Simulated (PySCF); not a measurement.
CH3BrZn. Atoms are numbered in the order given.

```xyz
6

Zn     0.0000     0.0000    -0.8194
Br     0.0000     0.0000     1.4459
C      0.0000     0.0000    -2.7633
H     -0.8935    -0.5159    -3.1476
H      0.8935    -0.5159    -3.1476
H      0.0000     1.0318    -3.1476
```

Geometry: B3LYP-D3(BJ)/def2-SVP. The structure was generated by enumeration; whether it is a known compound was not checked.

Calculation: r2SCAN/def2-TZVPD (PySCF).

Symmetry labels are those of the subgroup Cs that the program uses (full group C3v).

Computed valence orbital energies around the gap with their symmetry:
```tsv
orbital	symmetry	energy (eV)
HOMO−7	A"	-12.49
HOMO−6	A'	-12.49
HOMO−5	A'	-10.11
HOMO−4	A"	-10.11
HOMO−3	A'	-9.04
HOMO−2	A'	-7.56
HOMO−1	A"	-7.22
HOMO	A'	-7.22
LUMO	A'	-1.19
LUMO+1	A"	-0.66
LUMO+2	A'	-0.66
LUMO+3	A'	0.65
```
